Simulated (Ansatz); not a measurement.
One change: `[CH3][GeH]([SiH3])[SH]` becomes `[OH][GeH]([SiH3])[SH]`.

Ansatz, PBE0-D4/def2-TZVP geometries, multiplicity 1. Each molecule was computed in one conformer, which needn't be the lowest.

Scalar relativity is left out up to krypton.

```tsv
property	`[CH3][GeH]([SiH3])[SH]`
HOMO–LUMO gap (B3LYP/def2-TZVPP) / eV	6.30
size of the dipole moment (ωB97M-V/def2-TZVPP) / D	1.43
size of the dipole moment (B3LYP/def2-TZVPP) / D	1.39
HOMO energy (B3LYP/def2-TZVPP) / eV	-6.76
LUMO energy (B3LYP/def2-TZVPP) / eV	-0.46
HOMO energy (ωB97M-V/def2-TZVPP) / eV	-9.11
```

(1) Give the same properties after the change, and the shifts. (An estimate is asked.)

## Answers

(1) Ansatz gave: 
| property | `[OH][GeH]([SiH3])[SH]` | shift |
| --- | --- | --- |
| HOMO–LUMO gap (B3LYP/def2-TZVPP) / eV | 6.68 | 0.38 |
| size of the dipole moment (ωB97M-V/def2-TZVPP) / D | 0.44 | -0.99 |
| size of the dipole moment (B3LYP/def2-TZVPP) / D | 0.40 | -0.99 |
| HOMO energy (B3LYP/def2-TZVPP) / eV | -7.19 | -0.43 |
| LUMO energy (B3LYP/def2-TZVPP) / eV | -0.51 | -0.05 |
| HOMO energy (ωB97M-V/def2-TZVPP) / eV | -9.59 | -0.48 |

Dipoles are sizes alone; their direction can turn.

B3LYP here is the variant with VWN-RPA as its local correlation; programs differ in this.
